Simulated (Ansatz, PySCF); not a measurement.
Process, species as SMILES: O[SiH3] [hydroxysilane] + H+ → [OH2+][SiH3]
Each molecule is optimised on its own at B3LYP-D3(BJ)/def2-TZVP (Ansatz, a quantum-chemistry and plane-wave program). Frequencies are from Ansatz or PySCF.

Wanted: proton affinity (enthalpy at 298 K, with B3LYP-D3(BJ) rigid-rotor harmonic-oscillator terms), positive where the reaction releases energy, in kJ/mol. Correlated levels leave the core frozen unless marked. No spin-orbit coupling. Non-relativistic. CBS(X,Y): correlation extrapolated as X^-3; Hartree-Fock from the larger set (for Q and 5 zeta extrapolated as (X+1)exp(-9√X)).

```
level                                        program  proton affinity (kJ/mol)
------------------------------------  --------------  ------------------------
BLYP-D4/def2-TZVPD                    Ansatz + dftd4                     737.8
r2SCAN-D3(BJ)/def2-TZVPD              Ansatz + dftd3                       [?]
PBE0/6-31G*                                   Ansatz                     757.9
PBE0-D3(BJ)/def2-TZVPD                Ansatz + dftd3                       [?]
CAM-B3LYP-D3(BJ)/def2-TZVPD           Ansatz + dftd3                     738.7
B2PLYP/def2-TZVPD                             Ansatz                       [?]
SCS-MP2/cc-pV(T+d)Z                           Ansatz                     753.9
CCSD/6-31G*                                   Ansatz                     764.3
CCSD/def2-TZVPP                               Ansatz                       [?]
CCSD(T)/CBS(cc-pV(Q+d)Z,cc-pV(5+d)Z)          Ansatz                     742.5
```

Complete the blanks.


- r2SCAN-D3(BJ)/def2-TZVPD, proton affinity (kJ/mol): 740.0
- PBE0-D3(BJ)/def2-TZVPD, proton affinity (kJ/mol): 747.3
- B2PLYP/def2-TZVPD, proton affinity (kJ/mol): 739.8
- CCSD/def2-TZVPP, proton affinity (kJ/mol): 755.4
